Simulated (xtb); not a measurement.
CH₅Si, SMILES C[SiH2] (connectivity only; charge and spin as stated), charge +1, multiplicity 1. All values are semi-empirical tight-binding results from xtb (GFN2-xTB unless named), good for trends rather than for accurate numbers. Geometry: GFN2-xTB. The spin state was assumed, not searched. The isomer is the one that the SMILES or the coordinates give; other isomers of the formula were not compared.

A frequency run showed that this geometry is not a minimum.

Computed properties:
The orbital gap comes out as 4.17 eV and the static polarisability (D4 model) is 45.8 bohr³. The solvation energy, GFN2-xTB/ALPB(water) is -55.0 kcal/mol and the solvation energy, GFN2-xTB/ALPB(toluene) is -43.3 kcal/mol.
